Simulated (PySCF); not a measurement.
C₂H₅FMg, SMILES C[CH2][Mg][F]. Atoms are numbered in the order given.

```xyz
9

Mg     0.1491    -0.7668     0.0000
F     -0.2606    -2.4873     0.0000
C      0.6429     1.2721     0.0000
C     -0.5455     2.2482     0.0000
H      1.2877     1.4622    -0.8779
H      1.2877     1.4622     0.8779
H     -1.1914     2.1182     0.8852
H     -1.1914     2.1182    -0.8852
H     -0.2207     3.3050     0.0000
```

Geometry optimised at B3LYP-D3(BJ)/def2-SVP. The values are those of a single conformer.

Method: B3LYP-D3(BJ)/def2-SVP run with PySCF.

Frequencies are harmonic and unscaled.

Question: Give all harmonic wavenumbers and intensities. (Estimate from the structure and the level; the computed values follow.)

Answer: 
```
mode  ν (cm⁻¹)  IR (km/mol)  moving atoms (share of kinetic energy)
----  --------  -----------  --------------------------------------
1           91         18.1         F 32 %, Mg 31 %, C 24 %, H 13 %
2          114         33.5                 Mg 46 %, H 26 %, F 25 %
3          231         54.7          Mg 39 %, C 39 %, H 14 %, F 8 %
4          235         16.4                 H 78 %, Mg 10 %, C 10 %
5          447          8.7                  C 54 %, F 25 %, H 17 %
6          560         67.7                          H 80 %, C 17 %
7          774         63.1                         Mg 54 %, F 42 %
8          914         10.6                                  H 93 %
9          948          9.5                          H 89 %, C 11 %
10        1011         14.5                          C 80 %, H 19 %
11        1170         15.8                          H 66 %, C 34 %
12        1241          6.3                          H 76 %, C 24 %
13        1396          8.7                          H 83 %, C 17 %
14        1433          0.3                           H 91 %, C 9 %
15        1471          1.5                                  H 96 %
16        1484          5.4                                  H 97 %
17        2997         57.3                                  H 97 %
18        3009         16.9                                  H 95 %
19        3049          5.5                           H 91 %, C 9 %
20        3061         32.8                           H 91 %, C 9 %
21        3083         40.4                           H 91 %, C 9 %
```
